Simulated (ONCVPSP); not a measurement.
Pt: one change to an ONCV potential, before and after

| Property | Result |
| --- | --- |
| Element | platinum |
| Generator | ONCVPSP 4.0.1 |
| Type | optimised norm-conserving Vanderbilt (ONCV) |
| Functional | PBE |
| Relativity | scalar-relativistic |
| Frozen core | [Kr] 4d10 4f14 |
| Valence charge | 18 |
| Reference configuration | 5s2 5p6 5d9 6s0.75 6p0.25 |
| Partial waves | 5s+6s: rc 1.45 bohr, ncon 5, nbas 10, qcut 8.6 1/bohr, 2 projectors; 5p+6p: rc 1.55 bohr, ncon 5, nbas 9, qcut 9.7 1/bohr, 2 projectors; 5d: rc 1.80 bohr, ncon 4, nbas 8, qcut 9.4 1/bohr, 3 projectors, debl 3.6 Ha |
| Local potential | polynomial inside 1.30 bohr (lpopt 5, dvloc0 4 Ha) |
| Core correction | Teter function fitted to the true core (icmod 2), fcfact 0.5 |

Change: s: rc 1.76.

Cutoffs: the cutoffs (Ha) at which the residual kinetic energy of the hardest occupied pseudo-wave falls to 1 and 0.1 mHa per electron; they do not see the model core or the augmentation charge, which bear on the density cutoff. Errors are all-electron minus pseudo energies relative to the spin-unpolarised reference configuration.

Question: How do hardness, ghosts and transferability respond?

Answer: The potential gets neither clearly harder nor softer (34 Ha and 40 Ha → 34 Ha and 40 Ha); the p channel sets the loose cutoff, while the largest relative change is in s, which becomes softer; of the 3 tests that both files solve, the error grows in 1 and shrinks in 0 by more than 15 % and 0.3 meV (median size 3.3 → 3.9 meV); neither file shows a bound ghost.

```tsv
quantity	base	changed
cutoff, loose	34 Ha	34 Ha
cutoff, tight	40 Ha	40 Ha
loose cutoff by channel	s 30 Ha, p 34 Ha, d 21 Ha	s 25 Ha, p 34 Ha, d 21 Ha
bound ghosts	none	none
GHOST(+) flags under 300 eV	none	none
tests with a reliable result	3 of 4	3 of 4
error for 5s2 5p6 5d9 6s1 6p0, meV [ΔE -1.21 eV]	+0.4	+0.4
error for 5s2 5p6 5d9 6s0 6p0, meV [ΔE 7.98 eV]	-3.3	-3.9
error for 5s2 5p5 5d9 6s1 6p0, meV [ΔE 60.94 eV]	-98	-95
p: phases at 1.58 bohr within 0.05 rad from the reference energy up to (Ha; the scan ends near 5)	to the end of the scan	to the end of the scan
d: phases at 1.83 bohr within 0.05 rad from the reference energy up to (Ha; the scan ends near 5)	to the end of the scan	to the end of the scan
rms error of d²Exc/dni dnj with the model core, mHa	0.34	0.82
```
